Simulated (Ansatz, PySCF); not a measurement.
C₂H₇S, charge +1. Atoms are numbered in the order given.

```xyz
10

C     -0.0276     0.5222    -1.4363
S      0.1047    -0.5927     0.0000
C     -0.0276     0.5222     1.4363
H     -0.8945     1.1871    -1.3322
H     -0.1114    -0.1170    -2.3262
H      0.9130     1.0889    -1.4736
H     -1.1567    -1.1023     0.0000
H     -0.8945     1.1871     1.3322
H     -0.1114    -0.1170     2.3262
H      0.9130     1.0889     1.4736
```
Charge +1, spin multiplicity 1.

Coordinates come from a B3LYP-D3(BJ)/def2-SVP optimisation. The isomer is the one that the SMILES or the coordinates give; other isomers of the formula were not compared.

Vertical ionisation energy (IE) and electron affinity (EA) in eV. Rows of orbital energies are one-electron estimates. Where ΔSCF, EOM or ADC give a negative EA the extra electron is unbound and the value depends on the basis.

| level | IE | EA |
|---|---|---|
| −ε(HOMO), −ε(LUMO), r2SCAN/def2-TZVPD (PySCF) | 14.03 | 6.37 |
| −ε(HOMO), −ε(LUMO), PBE/def2-TZVPD (PySCF) | 13.77 | 6.72 |
| ΔSCF, CAM-B3LYP/def2-SVPD (Ansatz), final states of multiplicity 2 and 2 | 17.66 | 3.71 |
| ΔSCF, PBE/def2-SVPD (Ansatz), final states of multiplicity 2 and 2 | 17.29 | 3.90 |

What vertical singlet–triplet gap does ΔSCF give with CAM-B3LYP/def2-SVPD (Ansatz, a first-principles code) and with PBE/def2-SVPD (Ansatz)? (The exact figures need the calculation; the answer reports its results.)

7.11 and 6.77 eV (triplet above singlet where positive).
